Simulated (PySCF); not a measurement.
Si(H)(F)(Et)(OH) (C₂H₇FOSi), SMILES CC[SiH](O)F. Atoms are numbered in the order given.

```xyz
12

Si    -0.4438     0.3701     0.2407
O     -1.2018    -1.0251     0.7643
F     -1.4060     1.1618    -0.8315
C      1.1817     0.0194    -0.6305
C      2.1839    -0.7658     0.2285
H     -0.3107     1.2192     1.4627
H     -1.3038    -1.7223     0.0932
H      0.9509    -0.5272    -1.5725
H      1.6103     0.9931    -0.9555
H      2.4562    -0.2084     1.1487
H      3.1249    -0.9754    -0.3197
H      1.7606    -1.7378     0.5549
```
Charge 0, spin multiplicity 1.

The structure is a stationary point at PBE-D3(BJ)/def2-SVP. The values are those of a single conformer.

Vertical ionisation energy (IE) and electron affinity (EA) in eV. Rows of orbital energies are one-electron estimates. Where ΔSCF, EOM or ADC give a negative EA the extra electron is unbound and the value depends on the basis.

```tsv
level	IE	EA
−ε(HOMO), −ε(LUMO), PBE0/def2-TZVP (PySCF)	8.52	-0.52
−ε(HOMO), −ε(LUMO), PBE/def2-TZVP (PySCF)	7.13	0.36
```
